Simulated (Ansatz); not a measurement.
Species: Si₂H₄, net charge 0, triplet state. This is an excited triplet: at this geometry the singlet lies 0.18 eV lower at RI-MP2/CBS(aug-cc-pV(T+d)Z,aug-cc-pV(Q+d)Z)+[CCSD(T)-MP2]/aug-cc-pV(T+d)Z. 
Coordinates optimised at B3LYP-D3(BJ)/def2-TZVP (Ansatz, a program for electronic structure):
SMILES: [SiH][SiH3]
```xyz
6

Si     0.0275     1.0386     0.7131
H     -0.3603     2.3524     0.1251
Si    -0.0015    -0.9169    -0.5492
H      0.9247    -0.8278    -1.7057
H     -1.3648    -1.2131    -1.0562
H      0.4361    -2.0152     0.3419
```
Charge 0, spin multiplicity 3.

Basis-set convergence of Hartree-Fock and CCSD(T) correlation energies (hartree) with Ansatz. Valence correlation only, unless marked. Open shells are spin-unrestricted. Spin-orbit coupling is left out. No relativistic terms.

| basis | functions | E(HF) | E(corr, CCSD(T)) |
|---|---|---|---|
| aug-cc-pV(D+d)Z | 100 | -580.12921 | -0.23010 |
| aug-cc-pV(T+d)Z | 202 | (withheld) | (withheld) |

Task: Complete the blanks.

Result: 
- aug-cc-pV(T+d)Z, E(HF): -580.15001
- aug-cc-pV(T+d)Z, E(corr, CCSD(T)): -0.26752
